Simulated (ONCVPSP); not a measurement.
## argon (Ar): one change to an ONCV potential, before and after

- Element: argon
- Generator: ONCVPSP 4.0.1
- Type: optimised norm-conserving Vanderbilt (ONCV)
- Functional: PBEsol
- Relativity: scalar-relativistic
- Frozen core: [He]
- Valence charge: 16
- Reference configuration: 2s2 2p6 3s2 3p6
- Partial waves: 2s+3s: rc 0.60 bohr, ncon 4, nbas 9, qcut 21.8 1/bohr, 2 projectors; 2p+3p: rc 0.60 bohr, ncon 4, nbas 8, qcut 22.5 1/bohr, 2 projectors; d scattering state at 0.03 Ha: rc 0.50 bohr, ncon 4, nbas 8, qcut 16.9 1/bohr, local
- Local potential: the d channel
- Core correction: Teter function, fcfact 3.75, rcfact 1.5

Change: fully relativistic.

Cutoffs: the cutoffs (Ha) at which the residual kinetic energy of the hardest occupied pseudo-wave falls to 1 and 0.1 mHa per electron; they do not see the model core or the augmentation charge, which bear on the density cutoff. Errors are all-electron minus pseudo energies relative to the spin-unpolarised reference configuration.

Question: What does the change do?

Answer: The potential gets neither clearly harder nor softer (214 Ha and 238 Ha → 214 Ha and 238 Ha); of the 4 tests that both files solve, the error grows in 3 and shrinks in 0 by more than 15 % and 0.3 meV (median size 8.9 → 15.5 meV); neither file shows a bound ghost.

```tsv
quantity	base	changed
cutoff, loose	214 Ha	214 Ha
cutoff, tight	238 Ha	238 Ha
loose cutoff by channel	s 159 Ha, p 214 Ha	s 159 Ha, p 214 Ha
bound ghosts	none	none
GHOST(+) flags under 300 eV	none	none
error for 2s2 2p6 3s2 3p5, meV [ΔE 16.01 eV]	+1.9	+3.6
error for 2s2 2p6 3s2 3p4, meV [ΔE 44.62 eV]	+5.4	+10
error for 2s2 2p6 3s2 3p3, meV [ΔE 87.14 eV]	+12	+21
error for 2s1 2p6 3s2 3p6, meV [ΔE 314.17 eV]	-316	-272
s: phases at 0.61 bohr within 0.05 rad from the reference energy up to (Ha; the scan ends near 5)	to the end of the scan	to the end of the scan
rms error of d²Exc/dni dnj with the model core, mHa	2.68	13.23
```
